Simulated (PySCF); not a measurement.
**`C([C@H](C#N)F)OCC=O`, C₅H₆FNO₂**

Geometry:
| atom | x (Å) | y (Å) | z (Å) |
| --- | --- | --- | --- |
| N1 | -3.655 | 0.574 | 1.047 |
| C2 | -2.534 | 0.476 | 0.856 |
| C3 | -1.114 | 0.343 | 0.595 |
| F4 | -0.600 | 1.573 | 0.218 |
| C5 | -0.864 | -0.680 | -0.533 |
| O6 | 0.417 | -1.242 | -0.530 |
| C7 | 1.477 | -0.348 | -0.782 |
| C8 | 2.044 | 0.324 | 0.450 |
| O9 | 1.691 | 0.134 | 1.576 |
| H10 | -0.586 | 0.047 | 1.513 |
| H11 | -1.073 | -0.179 | -1.492 |
| H12 | -1.549 | -1.523 | -0.411 |
| H13 | 2.286 | -0.943 | -1.224 |
| H14 | 1.191 | 0.427 | -1.508 |
| H15 | 2.865 | 1.024 | 0.202 |

Computed with GIAO BHandHLYP/pcSseg-1 magnetisability, rotational g tensor and spin-rotation constants, non-relativistic, gas phase (PySCF). Geometry: GFN2-xTB.

**Question.** Give the nuclear spin-rotation constants along the inertial axes (H = +C I·J) beside the isotropic shieldings.

**Answer.** Rotational constants 3.1630, 1.0378, 0.9092 GHz. A star marks the isotopologue with that one atom substituted, in its own axes.
| atom | isotope | Caa (kHz) | Cbb (kHz) | Ccc (kHz) | mean (kHz) | σ (ppm) |
| --- | --- | --- | --- | --- | --- | --- |
| N1 | 14N | 0.115 | 0.246 | 0.210 | 0.191 | -56.3 |
| F4 | 19F | 1.369 | 0.345 | 0.462 | 0.725 | 397.6 |
| H10 | 1H | -0.195 | -0.061 | -0.011 | -0.089 | 25.8 |
| H11 | 1H | -0.346 | -0.092 | 0.029 | -0.136 | 28.0 |
| H12 | 1H | -0.250 | -0.032 | -0.046 | -0.109 | 27.7 |
| H13 | 1H | 0.023 | -0.045 | -0.109 | -0.044 | 27.3 |
| H14 | 1H | -0.316 | -0.116 | 0.041 | -0.130 | 27.8 |
| H15 | 1H | -0.016 | -0.048 | -0.013 | -0.026 | 22.4 |
| C2 | 13C* | -0.055 | 0.468 | 0.410 | 0.275 | 66.4 |
| C3 | 13C* | 0.894 | 0.229 | 0.185 | 0.436 | 105.3 |
| C5 | 13C* | 0.632 | 0.267 | 0.218 | 0.372 | 107.9 |
| O6 | 17O* | -0.287 | -0.066 | -0.064 | -0.139 | 304.9 |
| C7 | 13C* | 0.722 | 0.238 | 0.228 | 0.396 | 104.8 |
| C8 | 13C* | 1.217 | 0.500 | 0.367 | 0.695 | -18.9 |
| O9 | 17O* | -1.141 | -0.725 | -0.672 | -0.846 | -337.1 |

For the geometry as given, no vibrational averaging.
